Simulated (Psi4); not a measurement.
CH7FGeSi (SMILES F[SiH2][CH2][GeH3]), singlet, geometry from GFN2-xTB; Psi4 with PBE/cc-pVQZ.

Input for Psi4:
```
memory 2 GB

molecule {
0 1
Si    1.58508523    0.22517365    0.57858920
F     3.02056708   -0.33337591    0.09393866
C     0.29505803   -0.49521546   -0.60283878
Ge   -1.53155137    0.07752715   -0.16868186
H     1.69638013    1.67325217    0.47344116
H     1.43652675   -0.26771459    1.94070726
H     0.33808535   -1.58470346   -0.57772724
H     0.52385495   -0.19710317   -1.62667817
H    -1.67178347    1.56486928   -0.23219722
H    -1.92727653   -0.34352817    1.21044826
H    -2.53278862   -0.50669613   -1.11883865
}

set {
  basis cc-pvqz
}

energy('pbe')
print_variables()
```

What does Psi4 print? Leave out banner, timings and long lists.


```
   => Loading Basis Set <=

    Name: CC-PVQZ
    Role: ORBITAL
    Keyword: BASIS

         ---------------------------------------------------------
                                   SCF
               by Justin Turney, Rob Parrish, Andy Simmonett
                          and Daniel G. A. Smith
                              RKS Reference
         ---------------------------------------------------------

  ==> Geometry <==

    Molecular point group: c1
    Full point group: C1

    Geometry (in Angstrom), charge = 0, multiplicity = 1:

       Center              X                  Y                   Z               Mass
    ------------   -----------------  -----------------  -----------------  -----------------
         SI           1.657219931924     0.224492033027     0.590462606700    27.976926534650
         F            3.092701781924    -0.334057526973     0.105812066700    18.998403162730
         C            0.367192731924    -0.495897076973    -0.590965373300    12.000000000000
         GE          -1.459416668076     0.076845533027    -0.156808453300    73.921177761000
         H            1.768514831924     1.672570553027     0.485314566700     1.007825032230
         H            1.508661451924    -0.268396206973     1.952580666700     1.007825032230
         H            0.410220051924    -1.585385076973    -0.565853833300     1.007825032230
         H            0.595989651924    -0.197784786973    -1.614804763300     1.007825032230
         H           -1.599648768076     1.564187663027    -0.220323813300     1.007825032230
         H           -1.855141828076    -0.344209786973     1.222321666700     1.007825032230
         H           -2.460653918076    -0.507377746973    -1.106965243300     1.007825032230

  Running in c1 symmetry.

  Rotational constants: A =      0.49626  B =      0.03744  C =      0.03592 [cm^-1]
  Rotational constants: A =  14877.62372  B =   1122.40052  C =   1076.91806 [MHz]
  Nuclear repulsion =  337.036210185366542

  Charge       = 0
  Multiplicity = 1
  Electrons    = 68
  Nalpha       = 34
  Nbeta        = 34

  ==> Algorithm <==

  SCF Algorithm Type is DF.
  DIIS enabled.
  MOM disabled.
  Fractional occupation disabled.
  Guess Type is SAD.
  Energy threshold   = 1.00e-06
  Density threshold  = 1.00e-06
  Integral threshold = 1.00e-12

  ==> Primary Basis <==

  Basis Set: CC-PVQZ
    Blend: CC-PVQZ
    Number of shells: 137
    Number of basis functions: 447
    Number of Cartesian functions: 543
    Spherical Harmonics?: true
    Max angular momentum: 4

  ==> DFT Potential <==

   => LibXC <=

    Version 7.1.2
    S. Lehtola, C. Steigemann, M. J. T. Oliveira, and M. A. L. Marques,  SoftwareX 7, 1–5 (2018) (10.1016/j.softx.2017.11.002)

   => Composite Functional: PBE <=

    PBE GGA Exchange-Correlation Functional

    J.P. Perdew et. al., Phys. Rev. Lett., 77(18), 3865-3868, 1996

    Deriv               =              1
    GGA                 =           TRUE
    Meta                =          FALSE

    Exchange Hybrid     =          FALSE
    MP2 Hybrid          =          FALSE

   => Exchange Functionals <=

    1.0000     XC_GGA_X_PBE

   => Correlation Functionals <=

    1.0000     XC_GGA_C_PBE

   => LibXC Density Thresholds  <==

    XC_GGA_C_PBE:  1.00E-12
    XC_GGA_X_PBE:  1.00E-15

   => Molecular Quadrature <=

    Radial Scheme          =       TREUTLER
    Pruning Scheme         =           NONE
    Nuclear Scheme         =       TREUTLER

    Blocking Scheme        =         OCTREE
    BS radius alpha        =              1
    Pruning alpha          =              1
    Radial Points          =             75
    Spherical Points       =            302
    Total Points           =         237524
    Total Blocks           =           1812
    Max Points             =            256
    Max Functions          =            389
    Weights Tolerance      =       1.00E-15

   => Loading Basis Set <=

    Name: (CC-PVQZ AUX)
    Role: JKFIT
    Keyword: DF_BASIS_SCF

  ==> Integral Setup <==

  SCF_SUBTYPE=INCORE selected. In-core MEM_DF algorithm will be used.
  Using in-core AOs.

  ==> MemDFJK: Density-Fitted J/K Matrices <==

    J tasked:                   Yes
    K tasked:                    No
    wK tasked:                   No
    Algorithm:                 Core
    Schwarz Cutoff:           1E-12
    Mask sparsity (%):      10.6532
    Fitting Condition:        1E-10

   => Auxiliary Basis Set <=

  Basis Set: (CC-PVQZ AUX)
    Blend: CC-PVQZ-JKFIT
    Number of shells: 239
    Number of basis functions: 935
    Number of Cartesian functions: 1227
    Spherical Harmonics?: true
    Max angular momentum: 5

  Minimum eigenvalue in the overlap matrix is 8.9107548761E-05.
  Reciprocal condition number of the overlap matrix is 1.0144962509E-05.
    Using symmetric orthogonalization.

  ==> Pre-Iterations <==

  SCF Guess: Superposition of Atomic Densities via on-the-fly atomic UHF (no occupation information).

   -------------------------
    Irrep   Nso     Nmo
   -------------------------
     A        447     447
   -------------------------
    Total     447     447
   -------------------------

  ==> Iterations <==

                           Total Energy        Delta E     RMS |[F,P]|

   @DF-RKS iter SAD: -2504.93996473831476   -2.50494e+03   0.00000e+00
   @DF-RKS iter   1: -2506.25560176180170   -1.31564e+00   6.57794e-03 ADIIS/DIIS
   @DF-RKS iter   2: -2454.92099784271750    5.13346e+01   3.00329e-02 ADIIS/DIIS
   @DF-RKS iter   3: -2507.48553146708218   -5.25645e+01   3.56814e-03 ADIIS/DIIS
   @DF-RKS iter   4: -2507.91599541845380   -4.30464e-01   1.84727e-03 ADIIS/DIIS
   @DF-RKS iter   5: -2508.19756123290790   -2.81566e-01   2.34868e-04 ADIIS/DIIS
   @DF-RKS iter   6: -2508.20153080768932   -3.96957e-03   1.19283e-04 ADIIS/DIIS
   @DF-RKS iter   7: -2508.20336639845800   -1.83559e-03   2.03218e-05 DIIS
   @DF-RKS iter   8: -2508.20340964708248   -4.32486e-05   4.47636e-06 DIIS
   @DF-RKS iter   9: -2508.20341147829004   -1.83121e-06   1.73018e-06 DIIS
   @DF-RKS iter  10: -2508.20341172714916   -2.48859e-07   6.97543e-07 DIIS
  Energy and wave function converged.

  ==> Post-Iterations <==

   Electrons on quadrature grid:
      Ntotal   =   67.9999813410 ; deviation = -1.866e-05

    Orbital Energies [Eh]
    ---------------------

    Doubly Occupied:

[...]
      34A     -0.275571

    Virtual:

[...]
    Final Occupation by Irrep:
              A
    DOCC [    34 ]
    NA   [    34 ]
    NB   [    34 ]

  @DF-RKS Final Energy: -2508.20341172714916

   => Energetics <=

    Nuclear Repulsion Energy =            337.0362101853665422
    One-Electron Energy =               -4162.7617376742327906
    Two-Electron Energy =                1435.3880433607898794
    DFT Exchange-Correlation Energy =    -117.8659275990726627
    Empirical Dispersion Energy =           0.0000000000000000
    VV10 Nonlocal Energy =                  0.0000000000000000
    Total Energy =                      -2508.2034117271491596

Computation Completed

Properties will be evaluated at   0.000000,   0.000000,   0.000000 [a0]

Properties computed using the SCF density matrix

 Multipole Moments:

 ------------------------------------------------------------------------------------
     Multipole            Electronic (a.u.)      Nuclear  (a.u.)        Total (a.u.)
 ------------------------------------------------------------------------------------

 L = 1.  Multiply by 2.5417464519 to convert [e a0] to [Debye]
 Dipole X            :         -9.7559841            9.2694082           -0.4865759
 Dipole Y            :          0.0921300           -0.0875889            0.0045411
 Dipole Z            :         -1.6059146            1.5257490           -0.0801657
 Magnitude           :                                                    0.4931564

 ------------------------------------------------------------------------------------

  Variable Map:
  ----------------------------------------------------------------------------
[...]
  Array Variable Map:
  ----------------------------------------------------------------------------
[...]
[...]
```
